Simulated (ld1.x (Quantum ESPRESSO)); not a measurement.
# Before and after: TM potential for Pb (Z = 82)

* Element: lead (Pb)
* Generator: ld1.x (Quantum ESPRESSO) 7.5
* Type: norm-conserving Troullier–Martins (Kleinman–Bylander form)
* Functional: PBEsol
* Relativity: scalar-relativistic
* Frozen core: [Xe] 4f14
* Valence charge: 14
* Reference configuration: 5d10 6s2 6p2
* Partial waves: 6p (bound): rc 2.00 bohr; 5d (bound): rc 1.40 bohr; 6s (bound): rc 2.10 bohr
* Local potential: the s channel
* Core correction: a·sin(br)/r model core, default radius (core density twice the valence density)

Change: wave 6p (bound): rc 2.00 bohr becomes 6p (bound): rc 2.36 bohr.

Cutoffs: the cutoffs (Ry, on a coarse ladder) from which the occupation-weighted sum of valence levels, in a spherical-Bessel basis at the reference potential, stays within 10 and 1 mRy of its value at 400 Ry; they do not see the model core or the augmentation charge, which bear on the density cutoff. Errors are all-electron minus pseudo energies relative to the spin-unpolarised reference configuration.

Q: Predict the effect on cutoff, ghosts and configuration errors.

A: The potential gets neither clearly harder nor softer (55 Ry and 90 Ry → 55 Ry and 90 Ry); the d channel sets the loose cutoff, while the largest relative change is in p, which becomes softer; of the 7 tests that both files solve, the error grows in 6 and shrinks in 0 by more than 15 % and 0.3 meV (median size 13.9 → 20.1 meV); neither file shows a bound ghost. More of the atom is replaced by a form fitted at one configuration, so other configurations suffer.

| quantity | base | changed |
| --- | --- | --- |
| cutoff, loose | 55 Ry | 55 Ry |
| cutoff, tight | 90 Ry | 90 Ry |
| loose cutoff by channel (10 mRy a level) | p 18 Ry, d 45 Ry, s 18 Ry | p 8 Ry, d 45 Ry, s 18 Ry |
| bound ghosts | none | none |
| error for 5d10 6s2 6p1, meV [ΔE 6.60 eV] | -2.7 | -3.3 |
| error for 5d10 6s2 6p0, meV [ΔE 20.04 eV] | -14 | -17 |
| error for 5d10 6s1 6p0, meV [ΔE 52.52 eV] | -45 | -47 |
| error for 5d10 6s1 6p3, meV [ΔE 8.77 eV] | -4.0 | -5.8 |
| error for 5d10 6s0 6p4, meV [ΔE 17.91 eV] | -11 | -20 |
| error for 5d9 6s2 6p2, meV [ΔE 27.16 eV] | -132 | -157 |
| error for 5d9 6s2 6p3, meV [ΔE 19.29 eV] | -161 | -197 |
